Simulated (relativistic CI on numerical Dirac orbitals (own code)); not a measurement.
Transition arrays of As VII

Method of calculation: Dirac-Coulomb-Breit CI, separate exchange-only KLI orbitals for each configuration, model QED, valence Slater integrals scaled by 0.9, whole transition arrays (own radial code, finite nucleus).

CI space (outside the closed core [Ne] 3s2): 3p⁶3d⁹, 3p⁶3d⁸4f, 3p⁵3d¹⁰, 3p⁶3d⁸4p, 3p⁶3d⁸5f. Levels of other configurations are missing.

All E1 lines from the levels of 3p⁶3d⁹; mean and standard deviation are weighted by gf, and upper levels are sorted by their leading configuration.

```csv
Upper configuration,Lines,Σgf,Mean (eV),Mean (nm),σ (eV),Strongest line (nm)
3p⁶3d⁸4f,82,14.8,108.67,11.409,2.33,11.192
3p⁵3d¹⁰,2,0.6,101.65,12.197,0.23,12.187
3p⁶3d⁸4p,60,6.0,68.53,18.093,2.01,17.748
3p⁶3d⁸5f,81,11.2,123.42,10.046,2.29,9.877
```

Σgf per state of the lower configuration in bins of 0.2 nm over the central range (centre: value): 9.9: 0.52, 10.1: 0.18, 10.3: 0.40, 10.7: 0.03, 11.1: 0.31, 11.3: 0.48, 11.5: 0.21, 11.7: 0.42, 11.9: 0.02, 12.1: 0.05, 12.3: 0.01, 16.1: 0.01, 16.3: 0.01, 17.7: 0.14, 17.9: 0.12, 18.1: 0.09, 18.3: 0.05, 18.5: 0.05, 18.7: 0.09.

Problem. How do configuration mixing and the scaling of the Slater integrals move the arrays?

Solution. Slater scale 0.9, no configuration mixing: 3p⁶3d⁸4f 108.3 ± 2.2 eV (Σgf 14.2), 3p⁵3d¹⁰ 104.9 ± 2.1 eV (Σgf 3.7), 3p⁶3d⁸4p 68.5 ± 1.9 eV (Σgf 5.9), 3p⁶3d⁸5f 123.4 ± 2.3 eV (Σgf 8.4); Slater scale 1: 3p⁶3d⁸4f 108.8 ± 2.6 eV (Σgf 14.8), 3p⁵3d¹⁰ 101.3 ± 0.2 eV (Σgf 0.5), 3p⁶3d⁸4p 68.6 ± 2.2 eV (Σgf 6.0), 3p⁶3d⁸5f 123.5 ± 2.5 eV (Σgf 11.4); Slater scale 0.8: 3p⁶3d⁸4f 108.5 ± 2.1 eV (Σgf 14.9), 3p⁵3d¹⁰ 102.0 ± 0.2 eV (Σgf 0.6), 3p⁶3d⁸4p 68.4 ± 1.8 eV (Σgf 6.0), 3p⁶3d⁸5f 123.3 ± 2.0 eV (Σgf 11.1). With mixing, levels are counted to their leading configuration, so an array can shrink or vanish into another, and the sums then hold other lines.
